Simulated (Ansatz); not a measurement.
B(CN)3 (BC₃N₃). The state is a singlet with charge 0. Geometry relaxed at B3LYP-D4/def2-SVP.

```xyz
7

B    -0.001    0.000    0.000
C    -0.834   -1.139   -0.589
N    -1.467   -2.005   -1.037
C     0.406   -0.032    1.474
N     0.718   -0.058    2.594
C     0.426    1.172   -0.885
N     0.751    2.063   -1.558
```

Problem. Estimate the harmonic wavenumbers at RKS B3LYP-D4/def2-SVP (Ansatz, unscaled). Is this a minimum?

Solution. 117, 117, 149, 297, 297, 331, 518, 518, 549, 651, 1139, 1139, 2336, 2339, 2339 cm⁻¹. Yes, no mode is imaginary beyond noise. Zero-point energy 76.8 kJ/mol. Hardware: 2 threads of AMD EPYC 7R13 on a shared host. Wall time 63 s.
